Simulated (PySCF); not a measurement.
All of these have the formula C4H9FSSi. Method: TDDFT CAM-B3LYP/def2-SVPD, vertical, gas phase, core orbitals frozen in the response (PySCF). Geometries: GFN2-xTB; one conformer of each isolated species. Triplets are in the Tamm–Dancoff approximation.

A. `C[C@H]([SiH3])C(=S)CF`
B. `C[C@@H]1[SiH2]SC[C@H]1F`
C. `CC[Si]1(F)CSC1`

Lowest singlet levels (six at most, fewer where fewer were computed) with oscillator strengths:

1. 256 nm (f 0.000); 214 nm (f 0.020); 200 nm (f 0.006); 190 nm (f 0.017); 184 nm (f 0.022); 177 nm (f 0.032); T1 4.42 eV
2. 224 nm (f 0.001); 209 nm (f 0.017); 187 nm (f 0.006); 175 nm (f 0.034); 173 nm (f 0.009); 168 nm (f 0.006); T1 5.08 eV
3. 462 nm (f 0.000); 243 nm (f 0.244); 202 nm (f 0.055); 195 nm (f 0.012); 189 nm (f 0.016); 186 nm (f 0.070); T1 2.28 eV

**Question.** Which spectrum belongs to which structure?

**Answer.** 1 = C, 2 = B, 3 = A.
- A: S1 at 2.68 eV, HOMO→LUMO (98%); S1 has the pattern of n→π* at C=S; HOMO -7.89 and LUMO -1.09 eV.
- B: S1 at 5.53 eV, HOMO→LUMO (62%), HOMO→LUMO+1 (22%); Löwdin shares by element: HOMO sulfur 70%, carbon 11% or more, silicon 9%; LUMO silicon 26%, sulfur 26%, hydrogen 16% or more (atoms not listed hold the other 32%); HOMO -8.29 and LUMO 0.64 eV.
- C: S1 at 4.85 eV, HOMO→LUMO (69%), HOMO→LUMO+1 (16%); Löwdin shares by element: HOMO sulfur 70%, carbon 20% or more; LUMO sulfur 37%, carbon 18% or more, silicon 9% (atoms not listed hold the other 36%); HOMO -7.75 and LUMO 0.79 eV.
